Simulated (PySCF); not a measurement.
A survey of ²⁹Si NMR shifts

Computational details: GFN2-xTB structure, shieldings: GIAO PBE0/pcSseg-1, in PySCF 2.14 (a single conformation, non-relativistic, one averaged value for each set of equivalent atoms, no solvent model).

Shieldings were converted by a linear fit to measured shifts: ²⁹Si (scatter 8.9 ppm rms, 25.8 ppm with the 6 outliers that the fit left out vs TMS, solution or neat liquid). A few per cent of atoms miss by over 2 rms, more outside the fitted compound classes.

Task: Give the ²⁹Si shifts of `C/C=C\C[SiH2]CO[SiH3]`, `C/C=C\C[SiH2]CO[SiH3]`, `CCCC1=C[SiH2]C=C[SiH2]1`, `C=C[Si@@H](OC)[SiH2]C(N)=O`, `C=NC[SiH2][Si@@H](O)C(C)=O`, `CO[Si@@H](CC#N)O[SiH2]C`, `FC(F)(F)CN[SiH2][SiH3]`, `F/C(=C/[SiH3])[Si@H](Cl)CCCl`.

Result: 
| compound | environment | δ (ppm) |
| --- | --- | --- |
| [CH3:1]/[CH:2]=[CH:3]\[CH2:4][SiH2:5][CH2:6][O:7][SiH3:8] | Si8: silicon bonded to O, 3 H | -34.4 |
| [CH3:1]/[CH:2]=[CH:3]\[CH2:4][SiH2:5][CH2:6][O:7][SiH3:8] | Si5: silicon bonded to 2 C, 2 H | -41.5 |
| [CH3:1]/[CH:2]=[CH:3]\[CH2:4][SiH2:5][CH2:6][O:7][SiH3:8] | Si8: silicon bonded to O, 3 H | -34.4 |
| [CH3:1]/[CH:2]=[CH:3]\[CH2:4][SiH2:5][CH2:6][O:7][SiH3:8] | Si5: silicon bonded to 2 C, 2 H | -41.5 |
| [CH3:1][CH2:2][CH2:3][C:4]1=[CH:5][SiH2:6][CH:7]=[CH:8][SiH2:9]1 | Si6: silicon bonded to 2 C, 2 H, in a 6-membered ring | -68.0 |
| [CH3:1][CH2:2][CH2:3][C:4]1=[CH:5][SiH2:6][CH:7]=[CH:8][SiH2:9]1 | Si9: silicon bonded to 2 C, 2 H, in a 6-membered ring | -69.1 |
| [CH2:1]=[CH:2][Si@@H:3]([O:4][CH3:5])[SiH2:6][C:7]([NH2:8])=[O:9] | Si3: silicon bonded to C, O, Si, H | -18.4 |
| [CH2:1]=[CH:2][Si@@H:3]([O:4][CH3:5])[SiH2:6][C:7]([NH2:8])=[O:9] | Si6: silicon bonded to C, Si, 2 H | -74.8 |
| [CH2:1]=[N:2][CH2:3][SiH2:4][Si@@H:5]([OH:6])[C:7]([CH3:8])=[O:9] | Si5: silicon bonded to C, O, Si, H | -34.7 |
| [CH2:1]=[N:2][CH2:3][SiH2:4][Si@@H:5]([OH:6])[C:7]([CH3:8])=[O:9] | Si4: silicon bonded to C, Si, 2 H | -63.0 |
| [CH3:1][O:2][Si@@H:3]([CH2:4][C:5]#[N:6])[O:7][SiH2:8][CH3:9] | Si8: silicon bonded to C, O, 2 H | -19.4 |
| [CH3:1][O:2][Si@@H:3]([CH2:4][C:5]#[N:6])[O:7][SiH2:8][CH3:9] | Si3: silicon bonded to C, 2 O, H | -39.7 |
| [F:1][C:2]([F:3])([F:4])[CH2:5][NH:6][SiH2:7][SiH3:8] | Si7: silicon bonded to N, Si, 2 H | -43.1 |
| [F:1][C:2]([F:3])([F:4])[CH2:5][NH:6][SiH2:7][SiH3:8] | Si8: silicon bonded to Si, 3 H | -106.8 |
| [F:1]/[C:2](=[CH:3]/[SiH3:4])[Si@H:5]([Cl:6])[CH2:7][CH2:8][Cl:9] | Si5: silicon bonded to 2 C, Cl, H | -16.8 |
| [F:1]/[C:2](=[CH:3]/[SiH3:4])[Si@H:5]([Cl:6])[CH2:7][CH2:8][Cl:9] | Si4: silicon bonded to C, 3 H | -75.1 |
